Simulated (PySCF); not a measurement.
## Assignment exercise: C₆H₁₈N₂Si

Bonds: Si1-C2, Si1-C9, Si1-N16, Si1-N22, C2-C3, C9-C10, N16-C17, N22-C23. C2 carries H4, H5; C3 carries H6, H7, H8; C9 carries H11, H12; C10 carries H13, H14, H15; N16 carries H18; C17 carries H19, H20, H21; N22 carries H24; C23 carries H25, H26, H27.

[PySCF 2.14: geometry from PBE0-D3(BJ)/def2-SVP; KT2/pcSseg-1 with gauge-including orbitals; isolated molecule; rapidly exchanging positions averaged; single conformer; no relativistic terms]

Scale: ¹³C (σref 183.22) and ¹H (σref 31.18) vs TMS (reference shieldings calculated alike).

**Question.** Assign these signals to the numbered atoms. ¹³C{¹H} NMR (computed): δ 30.5, 9.3, 8.3.

**Answer.** 
```tsv
δ (ppm)	atoms	environment	reason
30.5	C17/C23	carbon bonded to N, 3 H	–
9.3	C3/C10	carbon bonded to C, 3 H	–
8.3	C2/C9	carbon bonded to C, Si, 2 H	–
```

C3/C10 and C2/C9 lie closer than the usual error of such a calculation, so a measured spectrum could show them in the other order.

**Question.** Assign these signals to the numbered atoms. ¹H NMR (400 MHz, computed): δ 2.68 (s, 6H), 0.93 (t, 6H), 0.45 (q, 4H), -0.13 (br s, 2H).

**Answer.** 
2.68 → H19/H20/H21/H25/H26/H27, hydrogen on a carbon bonded to N
0.93 → H6/H7/H8/H13/H14/H15, hydrogen on a carbon bonded to C
0.45 → H4/H5/H11/H12, hydrogen on a carbon bonded to C, Si
-0.13 → H18/H24, hydrogen on a nitrogen bonded to C, Si

OH/NH shifts are gas-phase values; hydrogen bonding in solution moves them, usually downfield. Shifts are as computed. Against solution values, carbons near 30 ppm lie about +2 ppm off and those near 130 ppm about -5 ppm. Of 1309 compounds with measured shifts, 239 miss one by over three times the rms of a fit or turn the order of signals round; such compounds aren't used in these exercises. No couplings were computed; multiplicities are counted from neighbouring protons, with m where these are inequivalent, close in shift, in a saturated or five-membered ring or joined by F or P, and br s for small geminal =CH2 splittings.
